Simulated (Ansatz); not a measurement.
Geometry optimisation, Ansatz 0.2.0, DFT LDA, scalar-relativistic, plane waves, PAW.

The input (input.yaml):

```yaml
crystal:
  lattice:
    - [0.0, 5.43, 5.43]
    - [5.43, 0.0, 5.43]
    - [5.43, 5.43, 0.0]
  atoms:
    - { symbol: Si, position: [0.0, 0.0, 0.0] }
    - { symbol: Si, position: [0.125, 0.125, 0.125] }
    - { symbol: Si, position: [0.0, 0.0, 0.5] }
    - { symbol: Si, position: [0.125, 0.125, 0.625] }
    - { symbol: Si, position: [0.0, 0.5, 0.0] }
    - { symbol: Si, position: [0.125, 0.625, 0.125] }
    - { symbol: Si, position: [0.0, 0.5, 0.5] }
    - { symbol: Si, position: [0.125, 0.625, 0.625] }
    - { symbol: Si, position: [0.5, 0.0, 0.0] }
    - { symbol: Si, position: [0.625, 0.125, 0.125] }
    - { symbol: Si, position: [0.5, 0.0, 0.5] }
    - { symbol: Si, position: [0.625, 0.125, 0.625] }
    - { symbol: Si, position: [0.5, 0.5, 0.0] }
    - { symbol: Si, position: [0.625, 0.625, 0.125] }
    - { symbol: Si, position: [0.5, 0.5, 0.5] }
    - { symbol: Si, position: [0.625, 0.625, 0.625] }
    - { symbol: Cu, position: [0.30823244, 1.06111575, 0.82269767] }
total_charge: 1
basis:
  ecutwfc: 420.0
kpoints:
  mp_grid: { grid: [2, 2, 2] }
hamiltonian:
  xc: lda
  pseudopotentials: { kind: paw, azcp: { folder: soft_1 } }
scf:
  occupations: { method: gaussian, width: 0.05 }
  lower_state_search: "off"
relax:
  f_tol: 0.03
  max_steps: 60
  adjacent_minimum: "off"
```

Run as:

```bash
$ ansatz run input.yaml --threads 1 --pin off --max-ram 3072MiB --backend cpu --events-out ev --progress --plain --runs-dir out
```

**Question.** Where does it end, and by what steps?

**Answer.** It converged. The force dipped under the threshold on the way, but the program's further checks kept it going. Limits of this set-up: coarse k mesh, PAW files made for another functional, charged cell in a uniform background, uncorrected. After 4 steps the energy has fallen by 0.506 eV; Si10 moved furthest, 0.22 Å.

```
step  energy less start (eV)  largest force component (eV/Å)  accepted
   0                  0.0000                           1.906       yes
   1                 -0.3864                           0.858       yes
   2                 -0.4996                           0.172       yes
   3                 -0.5056                           0.024       yes
   4                 -0.5056                           0.024       yes
```

```xyz
17
Lattice="0.0000 5.4300 5.4300 5.4300 0.0000 5.4300 5.4300 5.4300 0.0000" Properties=species:S:1:pos:R:3
Si 0.053 -0.048 -0.071
Si 1.429 1.409 1.306
Si 2.591 2.844 -0.129
Si 4.026 4.006 1.307
Si 2.730 0.045 2.670
Si 4.119 1.315 4.058
Si 5.389 2.704 2.670
Si 6.673 4.192 3.953
Si 0.053 2.786 2.763
Si 1.488 3.946 4.199
Si 2.649 5.382 2.763
Si 4.026 6.838 4.139
Si 2.836 2.598 5.547
Si 4.119 4.087 6.830
Si 5.389 5.475 5.441
Si 6.777 6.745 6.830
Cu 10.181 6.115 7.460
```

The run took 26 s on 1 thread of Arm Neoverse V2, with other jobs on the host, peak memory 0.51 GiB.
